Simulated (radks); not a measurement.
Excited configurations of Pd II: one electron is placed in a higher orbital outside [Kr] 4d8. The ground configuration is [Kr] 4d9. All-electron calculation, scalar-relativistic Kohn-Sham, LDA (Slater exchange, Perdew-Wang correlation), spin-unpolarised, spherical densities, finite nucleus; Fermi nuclear charge, rms radius 4.5318 fm. Program: a radial shooting solver on a logarithmic mesh with Libxc functionals. Excitation = E - E(ground); binding = E(ion) - E, where the ion is the core of charge +2; n* = 2/sqrt(2 binding) in atomic units, and the quantum defect is n - n*.

| outer orbital | excitation (eV) | binding (eV) | n* | quantum defect | eigenvalue (eV) | <r> (bohr) |
|---|---|---|---|---|---|---|
| 4f | 17.575 | 3.508 | 3.939 | 0.061 | -2.489 | 8.617 |
| 5s | 4.416 | 16.666 | 1.807 | 3.193 | -12.822 | 2.752 |
| 5f | 18.714 | 2.368 | 4.794 | 0.206 | -1.799 | 14.70 |
| 6s | 14.373 | 6.709 | 2.848 | 3.152 | -5.285 | 6.319 |
| 6f | 19.392 | 1.690 | 5.675 | 0.325 | -1.327 | 22.20 |

The Delta-SCF ionisation energy is 21.082 eV (NIST Atomic Spectra Database: 19.4 eV, semi-empirical). Self-interaction in the functional shifts the binding energies and quantum defects, so they are the method's values and not measured ones. Spin polarisation and multiplet splitting are left out, so open shells lie too high by an amount that depends on their filling.

Beside tabulated values, note that spin-unpolarised runs miss the spin-polarisation part of the exchange energy of open shells.
